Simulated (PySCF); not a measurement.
Cd(NH2)(SMe) (CH₅CdNS), SMILES [NH2][Cd][S]C.

Coordinates come from a PBE0-D3(BJ)/def2-SVP optimisation. The structure was generated by enumeration; whether it is a known compound was not checked. The def2 effective core potentials stand for the cores of Cd; spin–orbit coupling is left out. The values are those of a single conformer.

Level of theory: PBE/def2-TZVP in PySCF.

The molecule is in vacuum.

Task: Estimate the frontier levels, gap, dipole moment and polarisability. (An estimate is asked for; the answer gives what the named calculation found.)

Result: 
* **highest occupied level**: -5.35 eV
* **lowest empty level**: -1.67 eV
* **orbital gap**: 3.67 eV
* **dipole moment**: 0.90 D
* **quadrupole, principal values (traceless, Buckingham form, about the centre of nuclear charge)**: -11.95, 1.88, 10.07 D·Å
* **mean static polarisability**: 75.4 bohr³ (11.17 Å³)
* **polarisability, principal values**: 53.6, 63.2, 109.4 bohr³
